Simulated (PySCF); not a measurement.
Vertical excitations of a molecule CH₄ClFOSi from TDA-PBE0/def2-SVPD (PySCF), as energy in eV (oscillator strength): 8.13 (0.038), 8.28 (0.088), 8.83 (0.071), 8.99 (0.016), 9.09 (0.005), 9.13 (0.116), 9.42 (0.015), 9.48 (0.004), 9.53 (0.004), 9.67 (0.009). Lowest triplet (TDA): 7.81 eV. Coordinates come from a B3LYP-D3(BJ)/def2-SVP optimisation. Other conformers were not sampled.

Task: Which molecule gave these data?
A. C[Si](O)(F)Cl
B. OC[Si@@H](F)Cl
C. CO[Si@H](F)Cl
D. O[Si@@H](Cl)CF

Result: A, C[Si](O)(F)Cl
